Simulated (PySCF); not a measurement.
Cl2O2W, triplet, at a GFN2-xTB geometry (such geometries of metal compounds can be far from the true shape) (the multiplicity is a formal guess) (core potentials on W); DF-M06/def2-SVP (PySCF).

Input for PySCF:
```python
from pyscf import gto, scf, dft

mol = gto.Mole()
mol.atom = '''
    W     0.374338   -0.074154    0.122705
    O     1.492717   -0.628278   -1.013929
    O     0.748204    0.184364    1.748483
    Cl   -0.979501    1.605419   -0.736271
    Cl   -1.704522   -1.073729   -0.143527
'''
mol.basis = 'def2-svp'
mol.ecp = {'W': 'def2-svp'}
mol.charge = 0
mol.spin = 2
mol.verbose = 4
mol.build()

mf = dft.UKS(mol)
mf.xc = 'm06'
mf = mf.density_fit(auxbasis='def2-universal-jkfit')
mf.kernel()
mf.analyze()
```

What the program printed (banner, timings and long lists left out):

```
PySCF version 2.14.0

[INPUT] verbose = 4
[INPUT] num. atoms = 5
[INPUT] num. electrons = 64
[INPUT] charge = 0
[INPUT] spin (= nelec alpha-beta = 2S) = 2
[INPUT] symmetry False subgroup None
[INPUT] Mole.unit = angstrom
[INPUT] Symbol           X                Y                Z      unit          X                Y                Z       unit  Magmom
[...]
nuclear repulsion = 330.070537904226
number of shells = 40
number of NR pGTOs = 177
number of NR cGTOs = 96
basis = def2-svp
ecp = {'W': 'def2-svp'}

******** <class 'pyscf.df.df_jk.DFUKS'> ********
method = DFUKS
initial guess = minao
damping factor = 0
level_shift factor = 0
DIIS = <class 'pyscf.scf.diis.CDIIS'>
diis_start_cycle = 1
diis_space = 8
diis_damp = 0
SCF conv_tol = 1e-09
SCF conv_tol_grad = None
SCF max_cycles = 50
direct_scf = False
number electrons alpha = 33  beta = 31
XC library pyscf.dft.libxc version 7.1.2
    S. Lehtola, C. Steigemann, M. J. T. Oliveira, and M. A. L. Marques,  SoftwareX 7, 1–5 (2018)
XC functionals = m06
    Y. Zhao and D. G. Truhlar,  Theor. Chem. Acc. 120, 215 (2008)
    Y. Zhao and D. G. Truhlar,  Theor. Chem. Acc. 120, 215 (2008)
radial grids:
    Treutler-Ahlrichs [JCP 102, 346 (1995); DOI:10.1063/1.469408] (M4) radial grids

becke partition: Becke, JCP 88, 2547 (1988); DOI:10.1063/1.454033
pruning grids: <function nwchem_prune>
grids dens level: 3
symmetrized grids: False
atomic radii adjust function: <function treutler_atomic_radii_adjust>
small_rho_cutoff = 0
Set gradient conv threshold to 3.16228e-05
tot grids = 90232
******** <class 'pyscf.df.df.DF'> ********
auxbasis = def2-universal-jkfit
init E= -1125.16620066466

cycle= 1 E= -1137.04673044554  delta_E= -11.9  |g|= 1.02  |ddm|= 5.17

cycle= 2 E= -1131.26286575586  delta_E= 5.78  |g|= 3.48  |ddm|= 3.43

cycle= 3 E= -1137.44650539145  delta_E= -6.18  |g|= 0.271  |ddm|= 3.04

cycle= 4 E= -1137.47671589411  delta_E= -0.0302  |g|= 0.116  |ddm|= 0.434

cycle= 5 E= -1137.48265748167  delta_E= -0.00594  |g|= 0.0519  |ddm|= 0.203

cycle= 6 E= -1137.48424058968  delta_E= -0.00158  |g|= 0.00724  |ddm|= 0.0667

cycle= 7 E= -1137.4842824543  delta_E= -4.19e-05  |g|= 0.00401  |ddm|= 0.015

cycle= 8 E= -1137.48429396367  delta_E= -1.15e-05  |g|= 0.00257  |ddm|= 0.0076

cycle= 9 E= -1137.48429684945  delta_E= -2.89e-06  |g|= 0.00227  |ddm|= 0.00417

cycle= 10 E= -1137.48430081095  delta_E= -3.96e-06  |g|= 0.000522  |ddm|= 0.00524

cycle= 11 E= -1137.48430125398  delta_E= -4.43e-07  |g|= 0.000182  |ddm|= 0.00188

cycle= 12 E= -1137.48430135986  delta_E= -1.06e-07  |g|= 8.65e-05  |ddm|= 0.00125

cycle= 13 E= -1137.48430136825  delta_E= -8.38e-09  |g|= 8.13e-05  |ddm|= 0.000241

cycle= 14 E= -1137.48430137716  delta_E= -8.91e-09  |g|= 2.62e-05  |ddm|= 0.000278

cycle= 15 E= -1137.48430137823  delta_E= -1.07e-09  |g|= 7.7e-06  |ddm|= 0.000166

cycle= 16 E= -1137.48430137837  delta_E= -1.35e-10  |g|= 2.96e-06  |ddm|= 3.95e-05

Extra cycle  E= -1137.48430137837  delta_E= 1.82e-12  |g|= 6.57e-06  |ddm|= 1.11e-05
converged SCF energy = -1137.48430137837  <S^2> = 2.0028812  2S+1 = 3.0019202
**** SCF Summaries ****
Total Energy =                       -1137.484301378365899
Nuclear Repulsion Energy =             330.070537904225830
One-electron Energy =                -2247.103604346111752
Two-electron Energy =                  779.548765063520136
Two-electron Coulomb Energy =          860.689352923896990
DFT Exchange-Correlation Energy =      -81.140587860376826
**** MO energy ****
                             alpha | beta                alpha | beta
[...]
spin_pop of  0 W 5s        0.00016
spin_pop of  0 W 6s        0.12759
spin_pop of  0 W 7s        0.00621
spin_pop of  0 W 8s       -0.00044
spin_pop of  0 W 9s        0.00142
spin_pop of  0 W 10s        0.00162
spin_pop of  0 W 5px       0.01377
spin_pop of  0 W 5py       0.01522
spin_pop of  0 W 5pz       0.00199
spin_pop of  0 W 6px       0.00349
spin_pop of  0 W 6py      -0.00373
spin_pop of  0 W 6pz       0.00039
spin_pop of  0 W 7px       0.00415
spin_pop of  0 W 7py       0.00067
spin_pop of  0 W 7pz      -0.00029
spin_pop of  0 W 5dxy      0.02265
spin_pop of  0 W 5dyz      0.04463
spin_pop of  0 W 5dz^2     0.37820
spin_pop of  0 W 5dxz      0.10833
spin_pop of  0 W 5dx2-y2    0.03686
spin_pop of  0 W 6dxy      0.01065
spin_pop of  0 W 6dyz      0.00101
spin_pop of  0 W 6dz^2     0.05158
spin_pop of  0 W 6dxz      0.03128
spin_pop of  0 W 6dx2-y2    0.01334
spin_pop of  0 W 5f-3      0.00057
spin_pop of  0 W 5f-2      0.00008
spin_pop of  0 W 5f-1      0.00219
spin_pop of  0 W 5f+0      0.00255
spin_pop of  0 W 5f+1      0.00066
spin_pop of  0 W 5f+2      0.00014
spin_pop of  0 W 5f+3      0.00021
spin_pop of  1 O 1s        0.00000
spin_pop of  1 O 2s        0.00350
spin_pop of  1 O 3s        0.00803
spin_pop of  1 O 2px      -0.00185
spin_pop of  1 O 2py       0.01899
spin_pop of  1 O 2pz       0.02632
spin_pop of  1 O 3px      -0.00007
spin_pop of  1 O 3py       0.00050
spin_pop of  1 O 3pz      -0.00004
spin_pop of  1 O 3dxy      0.00009
spin_pop of  1 O 3dyz      0.00010
spin_pop of  1 O 3dz^2     0.00009
spin_pop of  1 O 3dxz      0.00001
spin_pop of  1 O 3dx2-y2    0.00015
spin_pop of  2 O 1s        0.00000
spin_pop of  2 O 2s        0.00347
spin_pop of  2 O 3s        0.01046
spin_pop of  2 O 2px       0.00430
spin_pop of  2 O 2py       0.02032
spin_pop of  2 O 2pz       0.01893
spin_pop of  2 O 3px       0.00002
spin_pop of  2 O 3py       0.00007
spin_pop of  2 O 3pz       0.00014
spin_pop of  2 O 3dxy      0.00006
spin_pop of  2 O 3dyz      0.00009
spin_pop of  2 O 3dz^2     0.00007
spin_pop of  2 O 3dxz     -0.00001
spin_pop of  2 O 3dx2-y2    0.00023
spin_pop of  3 Cl 1s        0.00000
spin_pop of  3 Cl 2s       -0.00000
spin_pop of  3 Cl 3s        0.00402
spin_pop of  3 Cl 4s        0.00093
spin_pop of  3 Cl 2px       0.00001
spin_pop of  3 Cl 2py       0.00002
spin_pop of  3 Cl 2pz       0.00000
spin_pop of  3 Cl 3px       0.17557
spin_pop of  3 Cl 3py       0.30456
spin_pop of  3 Cl 3pz       0.00446
spin_pop of  3 Cl 4px       0.00353
spin_pop of  3 Cl 4py       0.00446
spin_pop of  3 Cl 4pz       0.00012
spin_pop of  3 Cl 3dxy     -0.00003
spin_pop of  3 Cl 3dyz      0.00008
spin_pop of  3 Cl 3dz^2     0.00009
spin_pop of  3 Cl 3dxz      0.00082
spin_pop of  3 Cl 3dx2-y2    0.00493
spin_pop of  4 Cl 1s        0.00000
spin_pop of  4 Cl 2s       -0.00000
spin_pop of  4 Cl 3s        0.00398
spin_pop of  4 Cl 4s        0.00295
spin_pop of  4 Cl 2px       0.00000
spin_pop of  4 Cl 2py       0.00002
spin_pop of  4 Cl 2pz       0.00000
spin_pop of  4 Cl 3px       0.01411
spin_pop of  4 Cl 3py       0.42266
spin_pop of  4 Cl 3pz       0.04786
spin_pop of  4 Cl 4px       0.00025
spin_pop of  4 Cl 4py       0.00708
spin_pop of  4 Cl 4pz       0.00063
spin_pop of  4 Cl 3dxy      0.00313
spin_pop of  4 Cl 3dyz      0.00003
spin_pop of  4 Cl 3dz^2     0.00005
spin_pop of  4 Cl 3dxz      0.00091
spin_pop of  4 Cl 3dx2-y2    0.00163
In total            33.00000 | 31.00000
Dipole moment(X, Y, Z, Debye): -2.87729,  0.56979, -0.94316
```
